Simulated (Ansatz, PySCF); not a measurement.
Species: fluoro(dimethyl)borane, C2H6BF, net charge 0, singlet state. 
Coordinates optimised at B3LYP-D3(BJ)/def2-TZVP (Ansatz, a quantum-chemistry and plane-wave program):
SMILES: CB(C)F
```xyz
10

B      0.0036    -0.0313     0.0561
F      0.0900    -0.6867     1.2245
C      1.3332     0.5048    -0.5708
C     -1.4178     0.1381    -0.5755
H      1.1845     1.3985    -1.1798
H      1.7247    -0.2658    -1.2476
H      2.1079     0.6957     0.1737
H     -1.8163     1.1115    -0.2611
H     -2.1274    -0.6204    -0.2413
H     -1.3937     0.1593    -1.6669
```
Charge 0, spin multiplicity 1.

Total electronic energies in hartree. Correlated levels leave the core frozen unless marked. No spin-orbit coupling. No relativistic terms. Basis-set limits of correlation are two-point, X^-3; Hartree-Fock from the larger set. The bracket is a focal-point correction in the basis named.

```json
[
 {"level": "HF/cc-pVQZ", "program": "Ansatz", "energy (Eh)": "-203.52429"},
 {"level": "PBE0/def2-QZVPP", "program": "Ansatz", "energy (Eh)": "-204.45614"},
 {"level": "TPSSh/def2-TZVPD", "program": "PySCF", "energy (Eh)": "-204.68552"},
 {"level": "PBE-QIDH/def2-TZVPD", "program": "Ansatz", "energy (Eh)": "-204.41441"},
 {"level": "RI-MP2/CBS(cc-pVTZ,cc-pVQZ)", "program": "Ansatz", "energy (Eh)": "-204.3203"},
 {"level": "SCS-MP2/6-31G", "program": "Ansatz", "energy (Eh)": "-203.72102"},
 {"level": "CCSD/cc-pVTZ", "program": "Ansatz", "energy (Eh)": "-204.25068"},
 {"level": "CCSD(T)/aug-cc-pVTZ", "program": "Ansatz", "energy (Eh)": "-204.29075"},
 {"level": "RI-MP2/CBS(aug-cc-pVTZ,aug-cc-pVQZ)+[CCSD(T)-MP2]/aug-cc-pVTZ", "program": "Ansatz", "energy (Eh)": "-204.3818"}
]
```

Totals of different functionals don't rank their quality; only differences between species are comparable.
